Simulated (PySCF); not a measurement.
## PbF₄: breathing scan

Level of theory: PySCF, r2SCAN, basis Pb def2-TZVP with ECP60, F def2-TZVP (scalar-relativistic core potentials, no spin–orbit coupling, density fitting).

Rigid scan from the singlet minimum (Pb–F 1.989 Å (×4); F–Pb–F 109.5° (×6)). Coordinate: all bonds to the central atom scaled together. Energies in kJ/mol from the minimum.

```tsv
scale of all bonds to the centre	E (kJ/mol)
1.00	0.0
1.04	23.6
1.08	81.6
1.14	202.3
1.22	380.9
1.35	700.7
```

At long bonds a restricted determinant can lie too high, and another spin state can fall below this curve.

Spin–orbit coupling, left out here, can matter for elements this heavy.

The scan took of the order of 30 core-minutes on a shared host.
